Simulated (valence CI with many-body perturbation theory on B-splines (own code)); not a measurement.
Results of a calculation; reference values are marked as such.
**Level structure of Cu XV**

Level of theory: valence CI with perturbative core correlation (CI+MBPT): five valence electrons over a frozen Dirac-Fock core [Ne], a basis of 11 s, 11 p, 10 d, 8 f, 5 g, 2 h functions for each j, with the one-electron correlation potential Σ1, the two-electron term Σ2, the three-electron term Σ3, Breit, model QED; selected CI, second order for the rest, scaled by the run's own slope (own B-spline code, finite nucleus).

No measured levels were compared; by estimate levels of excited configurations hold to 0.05 to 0.15 % of their energy, terms of the ground configuration to about 0.5 %. Among the levels kept, up to 3300 cm⁻¹ of a level comes from second order outside the variational space, and about a tenth of that is noise between levels of different J, which matters for small intervals.

Levels 91 to 135 of 171, with energies above the lowest level, 3s²3p³ ⁴S°_3/2. "Leading %" is the weight of the configuration and term that name the level; weights of strongly mixed levels are sums over their largest components and can fall short.

```csv
No.,Configuration,Term,J,E (cm⁻¹),Leading %,Second component,g
91,3s3p³3d,²G°,7/2,1005000,52,26 % 3s3p³3d ²F°,1.012
92,3s3p³3d,²F°,5/2,1012000,84,8 % 3s²3p3d² ²F°,0.878
93,3s3p³3d,²G°,9/2,1017800,75,17 % 3s²3p3d² ²G°,1.119
94,3s3p³3d,²F°,7/2,1022000,37,29 % 3s3p³3d ²G°,1.062
95,3s3p³3d,⁴D°,3/2,1043700,56,21 % 3s3p³3d ²D°,1.056
96,3s3p³3d,⁴D°,5/2,1044100,77,5 % 3s3p³3d ²D°,1.326
97,3s3p³3d,⁴D°,7/2,1045600,81,11 % 3s3p³3d ²F°,1.387
98,3s3p³3d,⁴D°,1/2,1045800,64,12 % 3s3p³3d ²P°,0.205
99,3s3p³3d,²D°,3/2,1051300,54,29 % 3s3p³3d ⁴D°,0.957
100,3s3p³3d,²F°,5/2,1057100,31,19 % 3s²3p3d² ²F°,0.886
101,3s3p³3d,²P°,1/2,1059200,58,25 % 3s3p³3d ⁴D°,0.532
102,3s3p³3d,²D°,5/2,1061500,60,6 % 3s3p³3d ²F°,1.131
103,3s3p³3d,²F°,7/2,1068300,43,23 % 3s²3p3d² ²F°,1.126
104,3s²3p3d²,⁴G°,5/2,1074500,69,15 % 3s3p³3d ²F°,0.647
105,3s3p³3d,²P°,3/2,1075300,72,7 % 3s²3p3d² ²P°,1.266
106,3s²3p3d²,⁴G°,7/2,1079200,76,7 % 3s3p³3d ²F°,1.011
107,3s3p³3d,²D°,3/2,1084500,51,15 % 3s²3p3d² ²D°,0.866
108,3s3p³3d,²S°,1/2,1085800,52,34 % 3s²3p3d² ²S°,1.866
109,3s²3p3d²,⁴G°,9/2,1087000,90,5 % 3s3p³3d ⁴G°,1.173
110,3s3p³3d,²D°,5/2,1091400,33,25 % 3s3p³3d ²F°,1.072
111,3s3p³3d,²P°,3/2,1095700,38,30 % 3s²3p3d² ²P°,1.323
112,3s3p³3d,²F°,5/2,1099700,50,26 % 3s3p³3d ²D°,1.003
113,3s²3p3d²,⁴G°,11/2,1100000,93,5 % 3s3p³3d ⁴G°,1.272
114,3s3p³3d,²F°,7/2,1102900,84,6 % 3s3p³3d ⁴D°,1.160
115,3s²3p3d²,²P°,1/2,1114200,31,26 % 3s3p³3d ²P°,0.727
116,3s²3p3d²,⁴D°,1/2,1131100,83,9 % 3s3p³3d ⁴D°,0.061
117,3s²3p3d²,⁴D°,3/2,1133800,77,7 % 3s3p³3d ⁴D°,1.183
118,3s²3p3d²,⁴D°,5/2,1136900,51,11 % 3s²3p3d² ²F°,1.229
119,3s²3p3d²,⁴D°,7/2,1145700,53,20 % 3s²3p3d² ⁴F°,1.339
120,3s²3p3d²,²F°,5/2,1145900,48,21 % 3s3p³3d ²F°,0.989
121,3s²3p3d²,⁴F°,3/2,1149300,78,7 % 3s3p³3d ⁴F°,0.492
122,3s3p³3d,²P°,3/2,1150700,75,11 % 3s²3p3d² ²P°,1.283
123,3s²3p3d²,²H°,9/2,1152800,84,5 % 3s²3p3d² ²G°,0.942
124,3s²3p3d²,⁴P°,1/2,1152900,80,7 % 3s3p³3d ⁴P°,2.530
125,3s²3p3d²,⁴F°,5/2,1153800,76,8 % 3s²3p3d² ⁴D°,1.072
126,3s3p³3d,²P°,1/2,1153800,77,12 % 3s²3p3d² ²P°,0.697
127,3s²3p3d²,⁴P°,3/2,1159700,79,8 % 3s3p³3d ⁴P°,1.683
128,3s²3p3d²,⁴F°,7/2,1160500,63,12 % 3s²3p3d² ⁴D°,1.249
129,3s²3p3d²,⁴F°,9/2,1161800,79,6 % 3s3p³3d ⁴F°,1.300
130,3s²3p3d²,²F°,7/2,1163100,49,22 % 3s3p³3d ²F°,1.214
131,3s3p³3d,²D°,5/2,1167800,26,25 % 3s²3p3d² ⁴P°,1.321
132,3s²3p3d²,²D°,3/2,1169300,39,38 % 3s3p³3d ²D°,0.815
133,3s²3p3d²,⁴P°,5/2,1173100,54,16 % 3s3p³3d ²D°,1.441
134,3s²3p3d²,²H°,11/2,1179100,97,,1.090
135,3s²3p3d²,²G°,7/2,1180900,68,21 % 3s3p³3d ²G°,0.907
```

Names give the largest LS component (configuration and term), which can be under half, so a name can repeat, a term be missing and a line seem to break the LS rules; names also repeat where a configuration has a term twice.

Where two levels of one J and parity lie close, their mixing, g and order are uncertain.
